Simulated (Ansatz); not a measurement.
CH$_{6}$F$_{2}$SiSn (`[CH3][Sn]([F])([F])[SiH3]`) at its PBE0-D4/def2-TZVP geometry, where that method's forces vanish. Total charge 0; spin multiplicity 1. Sn: def2 effective core potential.

```xyz
11

C     2.0130   -0.6022   -0.0647
Sn   -0.0744   -0.4776   -0.4067
F    -0.2614   -0.3671   -2.3196
F    -0.7483   -2.2412   -0.0301
Si   -1.7765    1.1697    0.5795
H     2.3927   -1.4316   -0.6610
H     2.2076   -0.7886    0.9910
H     2.4973    0.3241   -0.3723
H    -1.3744    2.5460    0.1972
H    -3.1117    0.8383    0.0298
H    -1.7639    1.0303    2.0569
```

Q: What forces (eV/Å) does PBE-D4/def2-TZVPP give on these atoms in Ansatz? (Best estimate.)

A: Computed: 
```
C1   0.143 -0.009  0.023
Sn2  0.072  0.442  0.377
F3  -0.061  0.040 -0.612
F4  -0.217 -0.563  0.125
Si5  0.005 -0.005 -0.003
H6   0.064 -0.157 -0.114
H7   0.027 -0.034  0.199
H8   0.082  0.177 -0.059
H9   0.035  0.148 -0.037
H10 -0.146 -0.030 -0.055
H11 -0.006 -0.009  0.156
```
